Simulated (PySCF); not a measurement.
# Reproducing measurements on bromoethane

**Experimental background.**

NIST CCCBDB Release 22 (SRD 101), experimental dipoles lists, for the gas: dipole moment (dielectric constant against temperature) 2.03 D.

How close the calculation comes is told at the end.

Bromoethane, C2H5Br.
Atom-mapped SMILES: `[CH3:1][CH2:2][Br:3]` (hydrogens: H4, H5, H6 on C1; H7, H8 on C2)

Geometry (PBE0-D3(BJ)/def2-SVP, Å), atoms numbered from 1 in this order:
```xyz
8
C2H5Br angstrom
C     -0.731    0.235    0.013
C      0.664   -0.337    0.048
Br     2.022    1.037   -0.210
H     -0.937    0.727   -0.948
H     -1.465   -0.577    0.148
H     -0.883    0.971    0.815
H      0.834   -1.073   -0.748
H      0.899   -0.804    1.013
```

The PySCF runs (gas phase, on this PBE0-D3(BJ)/def2-SVP geometry; no spin–orbit coupling):

```tsv
level	job	basis functions	wall time
PBE0-D3(BJ)/def2-SVP, grid level 1	geometry optimisation from a GFN2-xTB start shaken at random	85	15 s
```

Hardware: one thread, Arm Neoverse N1 (aarch64), no GPU (shared host).

Results beside the measurements:

**Dipole moment.** Measured: 2.03 D (NIST CCCBDB Release 22 (SRD 101), experimental dipoles).

| level | computed (D) | computed − measured (D) | % (from the printed values) |
| --- | --- | --- | --- |
| PBE0-D3(BJ)/def2-SVP | 2.02 | -0.01 | 0 |

The computed dipoles belong to one fixed geometry; measured ones are averaged over vibrations unless marked μe. Magnitudes are compared, not signs.

The geometry is computed, not the measured one. Where a level misses, the cause wasn't examined.
